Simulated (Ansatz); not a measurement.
`N[CH2][GaH2]` at its PBE0-D4/def2-TZVP geometry, where that method's forces vanish. Charge 0, multiplicity 1.

| atom | x (Å) | y (Å) | z (Å) |
| --- | --- | --- | --- |
| N1 | -0.8580 | -1.0459 | -0.4926 |
| C2 | -0.2052 | 0.2549 | -0.5530 |
| Ga3 | 1.1475 | 0.4872 | 0.8705 |
| H4 | -1.2229 | -1.2374 | 0.4307 |
| H5 | -1.6344 | -1.1051 | -1.1402 |
| H6 | 0.3244 | 0.3499 | -1.5080 |
| H7 | -0.8878 | 1.1224 | -0.5109 |
| H8 | 1.1091 | -0.4522 | 2.1342 |
| H9 | 2.2273 | 1.6262 | 0.7693 |

Q: For each bond, give half the difference of the two atoms' forces along it (eV/Å; positive pushes the atoms apart) under PBE-D4, r2SCAN-D4, B3LYP-D4, ωB97M-V in def2-TZVPP. (An estimate is asked.)

A: Computed: 
| bond | length (Å) | PBE-D4 | r2SCAN-D4 | B3LYP-D4 | ωB97M-V |
| --- | --- | --- | --- | --- | --- |
| N1–C2 | 1.457 | 0.06 | 0.20 | 0.24 | 0.32 |
| N1–H4 | 1.011 | 0.24 | -0.01 | -0.04 | -0.08 |
| N1–H5 | 1.013 | 0.25 | 0.00 | -0.04 | -0.09 |
| C2–Ga3 | 1.977 | 0.02 | -0.03 | 0.13 | -0.01 |
| C2–H6 | 1.096 | 0.12 | -0.02 | -0.13 | -0.12 |
| C2–H7 | 1.105 | 0.13 | 0.00 | -0.11 | -0.14 |
| Ga3–H8 | 1.575 | 0.04 | -0.08 | -0.05 | -0.09 |
| Ga3–H9 | 1.573 | 0.01 | -0.08 | -0.06 | -0.09 |

B3LYP here is the variant with VWN-RPA as its local correlation; programs differ in this.
